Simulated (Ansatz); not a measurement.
Task: Predict a relaxed structure of SnHMe2(nBu) (C₆H₁₆Sn), charge 0, singlet, at r2SCAN-D4/def2-SVP (Ansatz).

Result: 
Cartesian coordinates in Å:
```
Sn -1.430 1.131 0.342
H -2.092 0.618 1.854
C -1.161 3.276 0.360
H -2.128 3.782 0.503
H -0.729 3.609 -0.596
H -0.485 3.573 1.175
C -2.786 0.586 -1.252
H -2.927 -0.505 -1.285
H -2.379 0.917 -2.220
H -3.767 1.061 -1.102
C 0.474 0.134 0.024
C 0.377 -1.392 0.076
C 1.685 -2.123 -0.253
C 2.824 -1.839 0.720
H 0.855 0.465 -0.960
H 1.180 0.518 0.779
H 0.033 -1.708 1.080
H -0.402 -1.741 -0.627
H 1.485 -3.210 -0.273
H 1.998 -1.854 -1.279
H 3.720 -2.431 0.472
H 3.120 -0.778 0.706
H 2.535 -2.089 1.755
```
 This is one stationary point.

In the def2 sets Sn takes a core potential; there is no spin–orbit coupling.
